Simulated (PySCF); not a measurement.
C8H10S, SMILES CSc1ccccc1C (GFN2-xTB optimised geometry):

```
19

C     -0.036     2.617    -0.016
S     -1.260     1.278    -0.001
C     -0.287    -0.203    -0.001
C      1.099    -0.199     0.000
C      1.796    -1.395     0.000
C      1.114    -2.597     0.000
C     -0.271    -2.597     0.000
C     -0.990    -1.414     0.000
C     -2.486    -1.414     0.001
H      0.578     2.574     0.879
H     -0.614     3.536    -0.021
H      0.571     2.560    -0.915
H      1.652     0.727     0.000
H      2.876    -1.379     0.001
H      1.656    -3.531     0.000
H     -0.807    -3.536     0.000
H     -2.862    -0.882    -0.873
H     -2.876    -2.428    -0.005
H     -2.861    -0.893     0.882
```

Level of theory: B3LYP/def2-SVP run with PySCF 2.14.0.

Task: What are the frontier orbital energies and the dipole moment?

Result: HOMO-2 -7.82 eV, HOMO-1 -6.78 eV, HOMO -5.67 eV, LUMO -0.06 eV, LUMO+1 -0.03 eV; dipole moment 1.03 D.

On the same geometry PBE/def2-SVP (PySCF) gives HOMO-2 -6.89 eV, HOMO-1 -5.99 eV, HOMO -4.90 eV, LUMO -0.81 eV, LUMO+1 -0.75 eV; dipole moment 1.06 D.

Meta-Löwdin charges at B3LYP/def2-SVP: C1 -0.34, S2 0.08, C3 -0.07, C4 -0.13, C5 -0.10, C6 -0.12, C7 -0.11, C8 0.02, C9 -0.30, H10 0.11, H11 0.12, H12 0.11, H13 0.10, H14 0.10, H15 0.10, H16 0.10, H17 0.11, H18 0.10, H19 0.11.
